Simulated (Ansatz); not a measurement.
`N#CC=O` + `O[SiH3]` → `N#CO[SiH3]` + `C=O` at 600 K and 1 bar (substitution at a C–C bond).

Computed with Ansatz on PBE0-D4/def2-TZVP structures; ΔE is electronic, products minus reactants. CCSD(T)/CBS is the MP2 limit (def2-TZVPP, def2-QZVPP) plus CCSD(T) − MP2 in def2-TZVPP, frozen cores. This one scheme is used for every species.

```
     species  CCSD(T)/CBS energy (Eh)  H − E (kJ/mol)  S (J/(mol·K))
    `N#CC=O`               -206.52215           102.7          315.5
   `O[SiH3]`               -366.69042           135.7          307.9
`N#CO[SiH3]`               -458.79584           144.5          367.3
       `C=O`               -114.39408            92.5          246.7
```

H − E and S are ideal-gas, rigid-rotor, harmonic terms from PBE0-D4/def2-TZVP. 1 Eh = 2625.50 kJ/mol, R = 8.31446 J/(mol·K).

Problem. By hand: ΔE, ΔH, ΔS and ΔG.

Solution. ΔE = (-458.79584) + (-114.39408) − (-206.52215) − (-366.69042) = 0.02265 Eh = 59.5 kJ/mol. Δ(H − E) = 144.5 + 92.5 − 102.7 − 135.7 = -1.4, so ΔH = 58.1 kJ/mol. ΔS = 367.3 + 246.7 − 315.5 − 307.9 = -9.4 J/(mol·K). ΔG = 58.1 − 600 × (-9.4)/1000 = 63.7 kJ/mol.

Problem. By hand: the equilibrium constant, and the temperature at which ΔG would vanish if ΔH and ΔS stayed fixed.

Solution. log₁₀ K = −ΔG/(RT ln 10) = -5.5. ΔH and −TΔS have one sign here, so there is no such temperature.

The number of gas molecules stays the same, so ΔS is small and ΔH decides. A doubt of 5 kJ/mol in ΔE shifts log₁₀ K by 0.4 here. These are equilibria of isolated gas molecules and say nothing of rates. Largest T1 diagnostic: 0.016 (customary marks: 0.02 for closed shells, 0.045 for open ones).
